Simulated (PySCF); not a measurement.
OSr, SMILES [O]=[Sr].

The structure is a stationary point at B3LYP-D3(BJ)/def2-TZVPD. The def2 effective core potentials stand for the cores of Sr; spin–orbit coupling is left out.

Calculation: PySCF with PBE/def2-TZVPD.

Q: Estimate the frontier levels, gap, dipole moment and polarisability. (Estimate from the structure and the level; the computed values follow.)

A: 
highest occupied level: -3.64 eV
lowest empty level: -2.33 eV
orbital gap: 1.32 eV
dipole moment: 7.94 D
quadrupole, principal values (traceless, Buckingham form, about the centre of nuclear charge): -16.30, 8.15, 8.15 D·Å
mean static polarisability: 65.8 bohr³ (9.76 Å³)
polarisability, principal values: 38.5, 38.5, 120.5 bohr³
